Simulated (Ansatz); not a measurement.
# Abstraction of F: BCl2F + NO → BCl2 + NOF

Species: BCl2F (dichlorofluoroborane) `FB(Cl)Cl`, singlet; NO (nitric oxide), doublet; BCl2 `Cl[B]Cl`, doublet; NOF (nitrosyl fluoride) `O=NF`, singlet. A radical takes F: the energy is the difference in strength between the B–F bond broken and the N–F bond made.

Shapes, held fixed at every level: PBE0-D4/def2-TZVP. Programs: Ansatz 0.2.0. The zero-point and thermal change to 298 K, harmonic and unscaled (PBE0-D4/def2-TZVP), is -4.3 kJ/mol.

```json
{"level": "HF/def2-TZVPP", "kind": "Hartree–Fock", "ΔH(298 K) (kJ/mol)": "+511.1", "less CCSD(T)/CBS estimate": "+74.3", "CPU time (sum over the molecules)": "–"}
{"level": "r2SCAN-D4/def2-TZVPP", "kind": "meta-GGA", "ΔH(298 K) (kJ/mol)": "+396.7", "less CCSD(T)/CBS estimate": "-40.1", "CPU time (sum over the molecules)": "22 s"}
{"level": "r2SCAN0-D4/def2-TZVPP", "kind": "global hybrid", "ΔH(298 K) (kJ/mol)": "+433.1", "less CCSD(T)/CBS estimate": "-3.7", "CPU time (sum over the molecules)": "20 s"}
{"level": "wB97X-V/def2-TZVPP", "kind": "range-separated hybrid", "ΔH(298 K) (kJ/mol)": "+438.7", "less CCSD(T)/CBS estimate": "+1.9", "CPU time (sum over the molecules)": "25 s"}
{"level": "CCSD(T)/def2-SVP", "kind": "coupled cluster or CI", "ΔH(298 K) (kJ/mol)": "+463.3", "less CCSD(T)/CBS estimate": "+26.5", "CPU time (sum over the molecules)": "7.7 s"}
{"level": "CCSD(T)/def2-TZVPP", "kind": "coupled cluster or CI", "ΔH(298 K) (kJ/mol)": "+440.6", "less CCSD(T)/CBS estimate": "+3.8", "CPU time (sum over the molecules)": "43 s"}
{"level": "CCSD/def2-TZVPP", "kind": "coupled cluster or CI", "ΔH(298 K) (kJ/mol)": "+458.6", "less CCSD(T)/CBS estimate": "+21.8", "CPU time (sum over the molecules)": "–"}
{"level": "CCSD(T)/CBS estimate", "kind": "coupled cluster or CI", "ΔH(298 K) (kJ/mol)": "+436.8", "less CCSD(T)/CBS estimate": "0.0", "CPU time (sum over the molecules)": "5 min"}
```

The highest level, CCSD(T)/CBS estimate, gives ΔH(298 K) = +436.8 kJ/mol; the levels span +396.7 to +511.1. The column of differences is taken from that level and isn't an error. No measured value is set beside it here. Open shells run unrestricted. The CBS estimate extrapolates MP2 from def2-TZVPP and def2-QZVPP and adds CCSD(T) − MP2 in the triple-zeta set, cores frozen. Times are processor times on shared x86 and Arm servers, and rough.
